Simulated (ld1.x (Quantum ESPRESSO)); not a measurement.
The numbers below are computed, except where a source is named.
## Hardness and transferability of assorted potentials

Generated with ld1.x 7.5 (TM, RRKJ, ultrasoft, PAW), atompaw 4.2 or ONCVPSP 4.0.1. The cutoff is in Ry: for ld1.x and atompaw files where the sum of valence levels is converged to 10 mRy in a Bessel basis, for ONCV files where the hardest occupied wave has 1 mHa per electron of residual kinetic energy. The error is the largest all-electron minus pseudo excitation energy over each file’s own four to seven test configurations (ionisations up to +4, promotions, holes and added fractions of an electron), all of which were solved. The labels leave out finer settings (local radius, basis sizes, second energies), which also bear on the numbers. Spin-polarised tests are not counted. The rows are a selection from randomly drawn settings: files with unsolved tests, undetermined cutoffs or missed reference levels are left out.

A true bound ghost makes a file unfit for plane-wave use even where its test errors are small: the radial tests pick states by their node count and pass the ghost by.

| element | potential | cutoff (Ry) | largest error (meV) | bound ghosts |
| --- | --- | --- | --- | --- |
| O | TM, PBE, scalar-relativistic, rc 0.70/1.60 (sp), local p, core correction yes, reference 2s2 2p4 | 80 | +2783 | none |
| V | TM, PBE, scalar-relativistic, rc 1.80/1.05/1.90 (spd), local s, core correction no, reference 3p6 3d3 4s1 4p0 | 90 | -771 | none |
| Zn | PAW, PW91, scalar-relativistic, rc 0.86/0.90/1.12 (spd), local smoothed, core correction yes, reference 3s2 3p6 3d10 4s1.75 4p0.25 | 140 | -35 | none |
| Te | ultrasoft, LDA (PZ), scalar-relativistic, rc 1.75/2.20/2.10 (spd), local smoothed, core correction yes, reference 5s2 5p4 | 12 | -231 | d |
| I | RRKJ, PBE, fully relativistic, rc 1.85/1.50/2.00 (spd), local s, core correction no, reference 5s2 5p5 | 55 | +30 | p3/2, p1/2 |
| Os | TM, PBE, scalar-relativistic, rc 1.95/1.85/2.40 (spd), local d, core correction yes, reference 5p6 5d6 6s2 6p0 | 40 | +1010 | s |

Task: Fill in the row for Sn: PAW, PBE, scalar-relativistic, rc 1.50/1.50/1.75 (spd), local smoothed, core correction yes, reference 4s2 4p6 4d10 5s2 5p2.

Result: cutoff 60 Ry, largest error -64 meV, bound ghosts: none.
